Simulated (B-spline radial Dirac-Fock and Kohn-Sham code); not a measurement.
# Binding energies of Te⁶⁺ at several levels of theory

System: tellurium as Te⁶⁺ in the configuration [Kr] 4d9 5s1 (not the ground configuration).

The density-functional columns are spherical, spin-unpolarised Dirac-Kohn-Sham results without Breit or QED terms: −ε is minus the orbital energy of the initial state and ΔSCF the difference of two total energies. The reference in the last column comes from Dirac-Fock ΔSCF + Breit + QED. All numbers are from a radial B-spline solver, in eV; a selection of levels is shown. The Kohn-Sham columns are given as differences from the reference. For the 1s level of heavy atoms much of the gap between ΔSCF and the reference is the Breit and QED part, -109.1 eV here; for other levels the error of the functional can be larger.

```tsv
level	LDA −ε − DF	LDA ΔSCF − DF	Dirac-Fock
K	-257.4	+99.2	31910.8
L1	-118.6	-52.0	5043.4
L2	-88.9	-6.6	4711.0
L3	-92.1	-14.9	4440.1
M1	-60.0	-35.2	1106.1
M2	-48.1	-22.5	969.5
M3	-47.5	-22.8	917.8
M4	-29.7	-2.5	679.2
N2	-19.4	-7.2	220.6
N3	-19.5	-7.5	210.6
N4,5	-9.7	+1.3	129.9
O1	-3.5	+2.7	84.12
```

Values without a named source are computed, but for edge energies of neutral atoms, which are taken from tables.
